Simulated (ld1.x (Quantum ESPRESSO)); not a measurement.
**Transferability test, TM potential for tantalum (Ta)**

| Property | Result |
| --- | --- |
| Element | tantalum |
| Generator | ld1.x (Quantum ESPRESSO) 7.5 |
| Type | norm-conserving Troullier–Martins (Kleinman–Bylander form) |
| Functional | PBEsol |
| Relativity | scalar-relativistic |
| Frozen core | [Kr] 4d10 4f14 |
| Valence charge | 13 |
| Reference configuration | 5s2 5p6 5d3 6s1 6p1 |
| Partial waves | 5p (bound): rc 1.30 bohr; 5d (bound): rc 1.80 bohr; 5f channel at 0.15 Ry: rc 1.75 bohr; 5s (bound): rc 1.65 bohr |
| Local potential | the s channel |
| Core correction | none |

Occupied shells without a wave of their own: 6p, 6s. They enter only through the test configuration that unscreens the potential.

Energies are relative to the spin-unpolarised reference configuration 5s2 5p6 5d3 6s1 6p1; without spin polarisation the order of configurations can differ from experiment. The frozen-core shift is the all-electron ΔE with the core orbitals held at their reference shape minus the fully relaxed ΔE.

```tsv
valence configuration	charge	ΔE all-electron (eV)	error AE − PS (meV)	frozen-core shift (meV)
5s2 5p6 5d3 6s2 6p0	0	-4.222	+1119	-0.8
5s2 5p6 5d3 6s0 6p0	+2	19.259	-1790	+7.3
5s2 5p6 5d3 6s0 6p1	+1	9.410	-1504	+2.9
5s1 5p6 5d3 6s2 6p0	+1	75.027	+1618	+263
5s2 5p6 5d1 6s0 6p0	+4	77.907	-3254	+146
```

Problem. What are ΔE and the potential's error for 5s2 5p6 5d3.5 6s1.5 6p0?

Solution. ΔE = -3.234 eV all-electron; the error (AE − PS) is +528 meV.

Problem. What are ΔE and the potential's error for 5s2 5p6 5d3 6s1 6p0?

Solution. ΔE = 4.282 eV all-electron; the error (AE − PS) is -31 meV.

Levels in the configuration 5s2 5p6 5d3 6s2 6p0:

```csv
level,all-electron (eV),pseudo (eV)
5s,-73.031,-72.427
5p,-39.416,-38.894
5d,-3.620,-3.294
6s,-5.470,-6.382
```

These tests converged, but a pseudo level misses the all-electron one widely, so the file describes the atom poorly there or has found another state: 5s2 5p6 5d3 6s0 6p0: empty 6s by 2.1 eV; 5s2 5p6 5d1 6s0 6p0: empty 6s by 3.7 eV. ld1.x printed “convergence not achieved” for 4 of the counted tests; their residual had stalled under 1e-8, short of the target of 1e-14. The 6p, 6s levels have no wave, so the channel is fitted at the deeper level alone: the likely source of the large errors. A variational frozen-core shift is positive and of second order in the change. This column holds negative values, so the frozen-core run of ld1.x carries numerical noise or an error of first order here, and the column gives no more than the rough size of the effect.

Note: ghost state, extra bound levels that the all-electron valence spectrum of the same l lacks: f at -129.4 eV. A true bound ghost makes a file unfit for plane-wave use. The potential misses its own reference levels by up to 1.2 eV, so it is not fit for use.
